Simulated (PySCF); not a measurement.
# [IrS4]+: from structure and modes to constants

All numbers come from PBE/[Ir def2-SVP with ECP60, S def2-SVP], scalar-relativistic core potentials, density fitting, no spin–orbit coupling, PySCF.

The singlet minimum has Td symmetry. Masses (u): Ir 192.96292, S 31.97207.

```xyz
5
charge 1 multiplicity 1, angstrom
Ir    0.0000    0.0000    0.0000
S     1.2316    1.2316    1.2316
S    -1.2316    1.2316   -1.2316
S     1.2316   -1.2316   -1.2316
S    -1.2316   -1.2316    1.2316
```

Harmonic wavenumbers (cm⁻¹): 180.3 (e, ×2), 195.7 (t2, ×3), 485.0 (t2, ×3), 487.1 (a1, ×1).

(1) Find the principal moments of inertia and the rotational constants. What kind of rotor is it?

(2) What is the harmonic zero-point energy?

(3) Find the vibrational entropy and heat capacity at 298.15 K.

(4) Give the standard entropy (298.15 K, 1 bar) by its translational, rotational, vibrational and spin parts, and Cp.

Results:

(1) About the centre of mass I = 387.99, 387.99, 387.99 u Å². With B = 16.8576/I this gives 0.04345, 0.04345, 0.04345 cm⁻¹. The molecule is a spherical top.

(2) Half the sum of all 9 wavenumbers, 2889/2 = 1445 cm⁻¹, which is 17.3 kJ/mol (1 cm⁻¹ = 0.0119627 kJ/mol).

(3) With u = 1.43878 ω/T, each mode gives S = R[u/(eᵘ−1) − ln(1−e⁻ᵘ)] and C = R u² eᵘ/(eᵘ−1)².
| ω (cm⁻¹) | u | S (J/(mol K)) | C (J/(mol K)) |
| --- | --- | --- | --- |
| 180.3 (×2) | 0.870 | 9.73 | 7.81 |
| 195.7 (×3) | 0.944 | 9.09 | 7.72 |
| 485.0 (×3) | 2.340 | 2.92 | 5.37 |
| 487.1 | 2.350 | 2.89 | 5.35 |
The sums over all modes are S = 58.4 and C = 60.2 J/(mol K); the softest mode gives 17 % of the entropy (each member, where degenerate).

(4) Sackur–Tetrode with M = 320.85 u gives 180.8; rotation with symmetry number 12 gives 102.2; vibration 58.4; spin R ln 1 = 0.0. The total is 341.4 J/(mol K), and Cp = 4 R + 60.2 = 93.5 J/(mol K).

Other isomers or separated fragments may lie lower. No spin–orbit coupling is included, which matters more the heavier the element.
